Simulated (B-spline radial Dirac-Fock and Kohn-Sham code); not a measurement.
Mg⁶⁺: photoemission with 4000 eV photons

System: the Mg⁶⁺ ion in the configuration [He] 2s2 2p2.

These are calculated numbers from a radial B-spline solver; the model is Dirac-Hartree-Slater photoionisation with all multipoles and Dirac-Fock thresholds. The asymmetry parameter β is from the dipole term alone. Kinetic energies are from the vacuum level. Open shells are spread statistically over j, without multiplet splitting.

The last column is dσ/dΩ = σ/(4π) · [1 − (β/2) P₂(cos θ)] at θ = 0° from the beam of unpolarised light.

```
  subshell  electrons  binding (eV)  kinetic (eV)  σ (kb)     β  dσ/dΩ (kb/sr)
    K (1s)          2        1522.4        2477.6    11.5  2.00            ≈ 0
   L1 (2s)          2         246.7        3753.3   0.831  2.00            ≈ 0
L2 (2p1/2)       0.67         222.7        3777.3  0.0238  0.46        0.00146
L3 (2p3/2)       1.33         222.3        3777.7  0.0466  0.44        0.00288
```

Branching ratios of the spin-orbit partners (statistical value in brackets): 2p 1.96 (2.00).
